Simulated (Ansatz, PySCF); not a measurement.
Ways to break one bond of O[SiH](O)O:

A. O[SiH](O)O → O[Si](O)O + H atom
B. O[SiH](O)O -> O[SiH]O + [OH] (HO)

Quantity: bond dissociation energy (enthalpy at 298 K, with B3LYP-D3(BJ) rigid-rotor harmonic-oscillator terms), kJ/mol. Structures are relaxed separately at B3LYP-D3(BJ)/def2-TZVP in Ansatz (a quantum-chemistry and plane-wave program), one conformer each, not searched for the lowest. Frequencies are from Ansatz or PySCF. Cores are frozen in the correlated levels unless marked. UHF or UKS for open shells. Spin-orbit coupling is left out. Non-relativistic. Basis-set limits of correlation are two-point, X^-3; Hartree-Fock from the larger set. [CCSD(T)-MP2]/basis is that difference in the basis named.

```json
[
 {"": "A", "revPBE/def2-TZVPD (Ansatz)": "365.0", "r2SCAN/def2-TZVPD (Ansatz)": "382.4", "BHLYP-D4/def2-TZVPD (Ansatz + dftd4)": "405.6", "RI-MP2/CBS(aug-cc-pV(T+d)Z,aug-cc-pV(Q+d)Z)+[CCSD(T)-MP2]/aug-cc-pV(T+d)Z (Ansatz)": "?"},
 {"": "B", "revPBE/def2-TZVPD (Ansatz)": "514.2", "r2SCAN/def2-TZVPD (Ansatz)": "544.6", "BHLYP-D4/def2-TZVPD (Ansatz + dftd4)": "540.6", "RI-MP2/CBS(aug-cc-pV(T+d)Z,aug-cc-pV(Q+d)Z)+[CCSD(T)-MP2]/aug-cc-pV(T+d)Z (Ansatz)": "?"}
]
```

Problem. Fill in the missing entries.

Solution. 
- A, RI-MP2/CBS(aug-cc-pV(T+d)Z,aug-cc-pV(Q+d)Z)+[CCSD(T)-MP2]/aug-cc-pV(T+d)Z (Ansatz): 412.6
- B, RI-MP2/CBS(aug-cc-pV(T+d)Z,aug-cc-pV(Q+d)Z)+[CCSD(T)-MP2]/aug-cc-pV(T+d)Z (Ansatz): 580.3
